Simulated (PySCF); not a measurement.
Cl3FTi, SMILES [F][Ti]([Cl])([Cl])[Cl], multiplicity 1. Atoms are numbered in the order given.

```xyz
5

F      0.0000     0.0000     1.9647
Ti     0.0000     0.0000     0.2519
Cl    -1.7603    -1.0163    -0.4554
Cl     1.7603    -1.0163    -0.4554
Cl     0.0000     2.0326    -0.4554
```
Charge 0, spin multiplicity 1.

Geometry optimised at ωB97X-D3(BJ)/def2-SVP. The spin state was assumed, not searched.

These are M06-2X/def2-TZVP (PySCF) values and carry that method's errors.

ESP charges are fitted to the potential on shells at 1.4 to 2.0 van der Waals radii. Atomic charges (e):

```tsv
atom	ESP fit	IAO
F1	(withheld)	-0.43
Ti2	(withheld)	1.46
Cl3	(withheld)	-0.34
Cl4	(withheld)	-0.34
Cl5	(withheld)	-0.34
```

Complete the blanks. (The exact figures need the calculation; the answer reports its results.)


- F1, ESP fit: -0.15
- Ti2, ESP fit: 0.40
- Cl3, ESP fit: -0.08
- Cl4, ESP fit: -0.08
- Cl5, ESP fit: -0.08
